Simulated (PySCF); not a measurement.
**Ionisation energy of In⁴⁸⁺ by level of theory**

In⁴⁸⁺ 1s1 (2S) → In⁴⁹⁺ (bare nucleus), as a difference of total energies. Calculation: PySCF 2.14, in an even-tempered Gaussian basis (17 s from 94 bohr⁻², ratio 2.2; 7 p from 140 bohr⁻², ratio 2.4; 4 d from 430 bohr⁻², ratio 2.4; 3 f from 640 bohr⁻², ratio 2.4; 3 g from 960 bohr⁻², ratio 2.4); scalar relativity by spin-free X2C-1e. The calculations carry no spin-orbit coupling.

```json
{"method": "UHF", "ionisation energy (eV)": "33782.3"}
{"method": "LDA", "ionisation energy (eV)": "33722.4"}
{"method": "PBE", "ionisation energy (eV)": "33777.7"}
{"method": "PBE0", "ionisation energy (eV)": "33778.9"}
{"method": "r2SCAN", "ionisation energy (eV)": "33784.4"}
{"method": "revPBE", "ionisation energy (eV)": "33784.3"}
{"method": "M06-2X", "ionisation energy (eV)": "33785.5"}
```

For one electron Hartree-Fock is exact for this Hamiltonian up to the basis; QED and nuclear recoil make up the gap, and the density functionals add self-interaction.

For comparison: 33750.4 eV (theoretical estimate listed by NIST; NIST Atomic Spectra Database, ionization energies).
